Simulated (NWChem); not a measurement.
Species: Si₂H₃Br, singlet; SMILES [SiH3][Si]Br

Computed with NWChem. Low-valent species are run as closed-shell singlets; no triplet was tried in these runs. The geometry was optimised at PBE0/def2-SVP. Level: PBE0/def2-SVP with SMD (1 M gas to 1 M solution), gas-phase geometry. Reactions with the solvent are ignored.

For solvent n-hexane:

```yaml
solvation free energy (kcal/mol): -3.2
cavity-dispersion-structure term (kcal/mol): -2.5
dipole in solution (D): 0.92
```

Q: Estimate the same quantities for solvent water.

A: 
| Quantity | Value |
|---|---|
| solvation free energy (kcal/mol) | -0.3 |
| cavity-dispersion-structure term (kcal/mol) | 1.3 |
| dipole in solution (D) | 1.14 |
